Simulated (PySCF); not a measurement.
From one molecule to another.

First species: H9P3Si3.
Z-matrix (Å and degrees, PBE0-D3(BJ)/def2-SVP geometry), rows numbered from 1:
```
Si
P   1  2.2635
Si  2  2.2633  1   98.14
P   3  2.2655  2  112.43  1   -65.29
Si  4  2.2627  3   96.55  2    73.56
P   5  2.2617  4  104.33  3   -78.16
H   1  1.4965  2  106.62  3   -60.22
H   1  1.4940  2  107.97  3  -176.92
H   2  1.4294  1   96.10  3   -97.16
H   3  1.4964  2  106.57  1    59.87
H   3  1.4940  2  108.04  1   176.63
H   4  1.4318  3   95.09  2   169.55
H   5  1.4939  4  108.57  3   166.37
H   5  1.4983  4  113.23  3    45.45
H   6  1.4318  1   95.11  2  -169.30
```

Second species: C₆H₁₀S₂.
InChI=1S/C6H10S2/c1-2-5(1)6-7-3-4-8-6/h5-6H,1-4H2

Levels: CAM-B3LYP/def2-SVPD for HOMO energy, LUMO energy, HOMO–LUMO gap and static isotropic polarisability; TDDFT CAM-B3LYP/def2-SVPD for lowest singlet excitation. Geometries: PBE0-D3(BJ)/def2-SVP. Each structure is a single optimised conformer of the isolated species, non-relativistic unless stated; the electronic structure was computed with PySCF and density fitting.

(1) Which of the two has the higher S1 energy, and by how much?

(2) Which has the higher HOMO energy?

(3) Which of the two has the higher LUMO energy, and by how much?

(4) Which of the two has the higher static isotropic polarisability, and by how much?

Answers

(1) The first: 5.88 eV against 5.13 eV, a difference of 0.75 eV.

(2) The second: -7.85 eV against -8.37 eV, a difference of 0.52 eV.

(3) The second: 0.89 eV against 0.41 eV, a difference of 0.48 eV.

(4) The first: 161.1 au against 106.9 au, a difference of 54.2 au.

On the first: No computed singlet falls in the visible range (750 to 380 nm, 1.65 to 3.26 eV); S1 lies 2.62 eV above its blue end. The polarisability is 23.87 Å³ as a volume (1 au = 0.148185 Å³), or 1.68 au for each of the 96 electrons.

On the second: No computed singlet falls in the visible range (750 to 380 nm, 1.65 to 3.26 eV); S1 lies 1.87 eV above its blue end. The polarisability is 15.84 Å³ as a volume (1 au = 0.148185 Å³), or 1.37 au for each of the 78 electrons.
